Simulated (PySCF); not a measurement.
SeSn, neutral, multiplicity 1. Atoms are numbered in the order given.

```xyz
2

Sn     0.0000     0.0000    -0.9440
Se     0.0000     0.0000     1.3883
```
Charge 0, spin multiplicity 1.

Coordinates come from a r2SCAN-D4/def2-TZVP optimisation. The def2 effective core potentials stand for the cores of Sn; spin–orbit coupling is left out.

Method: HF/def2-TZVPD (PySCF).

Mulliken values depend strongly on the basis, most of all with diffuse functions as here. ESP charges are fitted to the potential on shells at 1.4 to 2.0 van der Waals radii. Atomic charges (e):

```tsv
atom	Mulliken	ESP fit
Sn1	0.60	___
Se2	-0.60	___
```

Problem. Some entries are withheld; supply them. (Estimate from the structure and the level; the computed values follow.)

Solution. 
- Sn1, ESP fit: 0.37
- Se2, ESP fit: -0.37
